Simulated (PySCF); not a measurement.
Job file and geometry (Å, from GFN2-xTB) of an NMR shielding run on `InChI=1S/C4H6F2O2Si/c5-3-2-8-4(1-7)9(3)6/h1,3-4,9H,2H2/t3-,4+,9+/m0/s1`, GIAO PBE0/pcSseg-1 NMR shielding, non-relativistic, gas phase in PySCF 2.14.0, density-fitted response routines; density fitting, a coarse starting grid and PySCF grid level 2 are the driver's defaults:

```
$ OMP_NUM_THREADS=1 python probes_run.py task.json out

{"job": {"kind": "nmr", "xc": "PBE0", "basis": "pcSseg-1"}, "charge": 0, "multiplicity": 1}
O      3.196126    -0.728647    -0.010984
C      2.339506     0.100616     0.132320
C      0.980458     0.034111    -0.465308
O      0.319080     1.281319    -0.310661
C     -1.075447     1.151556    -0.435393
C     -1.575327     0.023114     0.485424
F     -2.776732    -0.470395     0.021547
Si    -0.143063    -1.266535     0.418711
F     -0.483130    -2.459546    -0.599454
H      2.484931     0.996334     0.762771
H      1.061914    -0.235343    -1.530311
H     -1.498334     2.123802    -0.179884
H     -1.356917     0.897210    -1.468025
H     -1.778834     0.402965     1.491247
H      0.301356    -1.842571     1.666088
```

Problem. What does the program print?

Solution. 
```
coarse grid: 14032 points
cycle   1  E = -794.6716593181  dE =  1.382e+00  |g| = 1.083e+00  |ddm| = 3.579e+00
cycle   2  E = -794.1128256523  dE =  5.588e-01  |g| = 2.051e+00  |ddm| = 2.586e+00
cycle   3  E = -794.8722239165  dE = -7.594e-01  |g| = 2.399e-01  |ddm| = 1.971e+00
cycle   4  E = -794.8813375885  dE = -9.114e-03  |g| = 1.161e-01  |ddm| = 2.611e-01
cycle   5  E = -794.8835571616  dE = -2.220e-03  |g| = 2.156e-02  |ddm| = 8.967e-02
cycle   6  E = -794.8836495583  dE = -9.240e-05  |g| = 6.408e-03  |ddm| = 2.027e-02
cycle   7  E = -794.8836570663  dE = -7.508e-06  |g| = 1.452e-03  |ddm| = 5.425e-03
final grid: 134616 points
cycle   8  E = -794.9693558384  dE = -1.585e-05  |g| = 1.568e-02  |ddm| = 2.428e-02
cycle   9  E = -794.9692509822  dE =  1.049e-04  |g| = 2.863e-02  |ddm| = 2.817e-02
cycle  10  E = -794.9693993544  dE = -1.484e-04  |g| = 2.814e-03  |ddm| = 1.958e-02
cycle  11  E = -794.9694007879  dE = -1.433e-06  |g| = 3.894e-04  |ddm| = 2.097e-03
cycle  12  E = -794.9694008103  dE = -2.242e-08  |g| = 1.550e-04  |ddm| = 4.271e-04
cycle  13  E = -794.9694008155  dE = -5.232e-09  |g| = 2.963e-05  |ddm| = 1.642e-04
cycle  14  E = -794.9694008157  dE = -1.528e-10  |g| = 1.321e-05  |ddm| = 3.331e-05
converged SCF energy = -794.9694008157

GIAO shielding tensors (ppm)
atom      isotropic    diamagn.    paramagn.     s11        s22        s33       span
  0 O     -338.618     395.410    -734.028   -979.228   -420.114    383.486   1362.714
  1 C      -21.309     247.745    -269.055   -107.328    -37.037     80.438    187.766
  2 C       98.674     257.131    -158.457     86.675     96.363    112.984     26.309
  3 O      303.989     397.341     -93.352    244.881    312.656    354.431    109.550
  4 C      111.839     245.649    -133.810     77.122    100.896    157.501     80.379
  5 C       99.502     253.063    -153.561     56.663     80.778    161.065    104.402
  6 F      441.181     470.168     -28.987    404.576    413.926    505.040    100.464
  7 Si     338.091     878.171    -540.080    324.449    325.158    364.666     40.216
  8 F      383.089     466.898     -83.809    367.625    377.654    403.988     36.363
  9 H       21.642      28.147      -6.506     18.847     20.701     25.377      6.530
 10 H       27.171      31.125      -3.954     23.615     26.924     30.973      7.358
 11 H       26.938      28.935      -1.997     22.883     26.348     31.582      8.699
 12 H       27.699      30.125      -2.426     24.185     27.005     31.908      7.724
 13 H       26.713      30.459      -3.745     23.891     27.122     29.127      5.236
 14 H       26.688      28.584      -1.896     23.565     24.547     31.952      8.387
```

Problem. Turn these shieldings into chemical shifts. Referencing at the same level of theory: H2O for 17O (336.08 ppm); 13C (186.93 ppm) and 29Si (349.16 ppm) and 1H (31.72 ppm) vs TMS; CFCl3 for 19F (170.95 ppm).

Solution. Averaging equivalent atoms: O 0: 674.7; O 3: 32.1; C 1: 208.2; C 2: 88.3; C 5: 87.4; C 4: 75.1; F 8: -212.1; F 6: -270.2; Si 7: 11.1; H 9: 10.08; H 14: 5.03; H 13: 5.00; H 11: 4.78; H 10: 4.55; H 12: 4.02 ppm. Unscaled 19F shifts against computed CFCl3 carry errors that often reach 10 to 50 ppm. Unscaled 17O shifts of doubly bonded oxygen tend to come out too high, by tens of ppm or more. Experimental scales use liquid or dissolved standards, which lie at an offset from isolated H2O (liquid H2O: subtract about 36 ppm).

Size and cost of the density-fitted run: 190 basis functions, 69 s wall time on 1 thread of an Arm Neoverse N1, shared host; peak memory 0.84 GiB.
